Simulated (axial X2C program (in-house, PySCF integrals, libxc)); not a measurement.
## Spin–orbit effects down a group: molecules with Na (ions), MP2

All values come from calculations with an axial X2C code built on PySCF integrals, spin-free (one-electron X2C) or two-component (2c: spin–orbit coupling with atomic mean-field Coulomb and Gaunt terms, which also bring small scalar terms), in Dyall basis sets with cores contracted in-house; open shells are unrestricted.

Basis sets: Na dyall-cv3z, O dyall-av3z, S dyall-av3z, Se dyall-cv3z. Frozen shells (counts by l): NaO⁺ Na 1s, O 1s, 14 electrons correlated; NaS⁺ S 2s1p, Na 1s, 14 electrons correlated; NaSe⁺ Se 3s2p1d, Na 1s, 14 electrons correlated. Where the outer core of a metal is frozen, bonds come out longer and ionisation energies lower.

| molecule | spin-free state | Re (Å) | ωe (cm⁻¹) | De (eV) | 2c state | Re 2c (Å) | ωe 2c (cm⁻¹) | De 2c (eV) |
| --- | --- | --- | --- | --- | --- | --- | --- | --- |
| NaO⁺ | M_S = 1, Λ = 0 | 2.495 | 190.1 | 0.30 | Ω = 1 | 2.495 | 190.1 | 0.29 |
| NaS⁺ | M_S = 1, Λ = 0 | 2.864 | 175.0 | 0.51 | Ω = 1 | 2.864 | 175.0 | 0.49 |
| NaSe⁺ | M_S = 1, Λ = 0 | 2.959 | 154.5 | 0.58 | Ω = 1 | 2.961 | 153.7 | 0.47 |

Fragments in 2c: Na+ + O, S + Na+, Se + Na+. Each entry is the lowest single determinant of a limited PBE0 search at one distance. De goes to single-determinant-based atoms at the same level (for ions the charge split of lowest energy) and is withheld (n/a) where an atom does not fit its ground term or J level. Main or longest-lived isotopes. One determinant is a doubtful description, or other states lie close, for NaO⁺, NaS⁺, NaSe⁺; these need not be ground states, and all values refer to the states named. Some open-shell Ω = 0 determinants are out of reach, so the Ω given for NaO⁺, NaS⁺, NaSe⁺ need not be the lowest component. With several unpaired electrons the Ω given is that of one determinant, not necessarily of the lowest component.
